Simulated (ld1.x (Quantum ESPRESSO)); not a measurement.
# Before and after: TM potential for germanium (Ge)

Ge (Z = 32), norm-conserving Troullier–Martins (Kleinman–Bylander form), made with ld1.x (Quantum ESPRESSO) 7.5 (LDA (PZ), scalar-relativistic). Core [Ar] 3d10, reference 4s1.75 4p2.25. Waves: 4s (bound): rc 1.90 bohr; 4p (bound): rc 1.65 bohr. Local part: all-electron potential smoothed inside 1.40 bohr (lloc = -1). Core correction: Bessel-smoothed model core, default radius (core density twice the valence density).

Change: all radii but the core radius scaled by about 1.18 (s 2.24, p 1.94 bohr); local potential all-electron potential smoothed inside 1.64 bohr (lloc = -1).

Cutoffs: the cutoffs (Ry, on a coarse ladder) from which the occupation-weighted sum of valence levels, in a spherical-Bessel basis at the reference potential, stays within 10 and 1 mRy of its value at 400 Ry; they do not see the model core or the augmentation charge, which bear on the density cutoff. Errors are all-electron minus pseudo energies relative to the spin-unpolarised reference configuration.

**Question.** Predict the effect on cutoff, ghosts and configuration errors.

**Answer.** The potential gets softer (18 Ry and 40 Ry → 15 Ry and 30 Ry); of the 9 tests that both files solve, the error grows in 6 and shrinks in 1 by more than 15 % and 0.3 meV (median size 2.8 → 2.7 meV); neither file shows a bound ghost. A larger radius leaves more room for a smooth pseudo-wave, so fewer plane waves are needed.

```csv
quantity,base,changed
"cutoff, loose",18 Ry,15 Ry
"cutoff, tight",40 Ry,30 Ry
loose cutoff by channel (10 mRy a level),"s 12 Ry, p 6 Ry","s 10 Ry, p 6 Ry"
bound ghosts,none,none
"error for 4s2 4p2, meV [ΔE -1.98 eV]",-0.2,-0.9
"error for 4s2 4p1, meV [ΔE 5.65 eV]",-1.6,-2.4
"error for 4s2 4p0, meV [ΔE 21.37 eV]",-19,-19
"error for 4s1 4p3, meV [ΔE 6.06 eV]",-5.2,-12
"error for 4s1 4p0, meV [ΔE 56.59 eV]",-162,-195
"error for 4s0 4p4, meV [ΔE 14.38 eV]",-30,-70
"error for 4s2 4p2.3, meV [ΔE -2.91 eV]",-0.1,-0.7
"error for 4s1.75 4p2.25 (spin-polarised), meV [ΔE -0.91 eV]",-2.8,-2.7
"error for 4s2 4p2 (spin-polarised), meV [ΔE -2.55 eV]",-1.3,-0.7
```
